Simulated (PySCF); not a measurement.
Ni(CO)2 (C2NiO2), SMILES [Ni](<-[C-]#[O+])<-[C-]#[O+], multiplicity 1.

Coordinates come from a B3LYP-D3(BJ)/def2-SVP optimisation. The spin state was assumed, not searched.

Level of theory: B3LYP-D3(BJ)/def2-SVP (PySCF).

Frequencies are harmonic and unscaled.

Computed normal modes with their intensities:
```tsv
mode	ν (cm⁻¹)	IR (km/mol)	Raman (Å⁴/amu)	depolarisation	moving atoms (share of kinetic energy)
1	59	2.2	3.2	0.57	O 70 %, Ni 26 %
2	277	0.0	1.3	0.75	C 77 %, O 23 %
3	296	1.7	2.0	0.75	C 75 %, O 24 %
4	359	4.5	0.0	–	C 77 %, O 15 %
5	455	5.5	2.6	0.31	C 72 %, O 14 %, Ni 14 %
6	507	0.0	31.8	0.15	O 50 %, C 42 %, Ni 9 %
7	531	104.5	3.0	0.75	Ni 44 %, O 31 %, C 25 %
8	2090	1839.2	19.5	0.75	C 59 %, O 41 %
9	2185	112.5	39.8	0.54	C 62 %, O 38 %
```
